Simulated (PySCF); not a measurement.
# Excitation energy of Fe by level of theory

Fe [Ar] 3d6 4s2 (5D) → Fe [Ar] 3d8 (3F), as a difference of total energies. All numbers are calculated (PySCF 2.14, the non-relativistic Hamiltonian (point nucleus), in aug-cc-pVTZ (8s7p5d3f2g, 93 functions)). Correlated levels: valence: [Ar] frozen. The calculations carry no spin-orbit coupling.

```
           method  excitation energy (eV)  difference from reference (eV)
              UHF                   7.438                          +3.364
              LDA                   2.489                          -1.585
              PBE                   2.587                          -1.487
             PBE0                   3.619                          -0.455
              M06                   3.752                          -0.322
          LC-wPBE                   2.792                          -1.282
           PBEsol                   2.586                          -1.488
             PW91                   2.523                          -1.551
    MP2 (valence)                   3.012                          -1.062
SCS-MP2 (valence)                   3.098                          -0.976
```

Reference: 4.074 eV (measured; NIST levels, between the centres of gravity of the two terms).

These non-relativistic numbers lack the scalar-relativistic shift.

Errors of the correlated levels include the incompleteness of this basis and the frozen core.
